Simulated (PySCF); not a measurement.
A structure optimised at B3LYP-D3(BJ)/def2-SVP, used in a PySCF frequency run:

```
Si
N 1 1.7792
H 2 1.0183 1 117.36
H 2 1.0197 3 107.97 1 -132.94
H 1 1.4954 2 105.29 3 34.41
H 1 1.4992 5 106.89 2 122.16
B 1 2.0312 5 113.14 6 130.41
O 7 1.3576 1 126.12 5 -82.21
H 8 0.9695 7 111.71 1 178.12
O 7 1.3623 8 120.81 9 -0.75
H 10 0.9774 7 108.78 8 179.67
```

### Question
Write its SMILES and formula.

### Answer
N[SiH2]B(O)O, BH6NO2Si

### Question
What are its rotational constants (standard atomic weights)?

### Answer
6.6091, 2.5670, 1.9232 GHz
